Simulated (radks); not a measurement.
Task: The arsenic ion As7+ is in [Ar] 3d(3/2: 4, 5/2: 4). Method: Dirac Kohn-Sham, PBE, spin-unpolarised, spherical densities, finite nucleus; Fermi nuclear charge, rms radius of each element as measured or else 0.836 A^(1/3) + 0.57 fm; computed with a radial shooting solver on a logarithmic mesh with Libxc functionals. Sub-shells are occupied by j as written (lower j first in brackets). One electron is removed from 3p1/2, 3d3/2, 3p3/2, 3d5/2 in turn, with full relaxation. Which removal costs least, and what does each cost?

Result: 3d5/2 183.73 eV; 3d3/2 184.63 eV; 3p3/2 276.73 eV; 3p1/2 282.25 eV. The 3d5/2 electron leaves first.
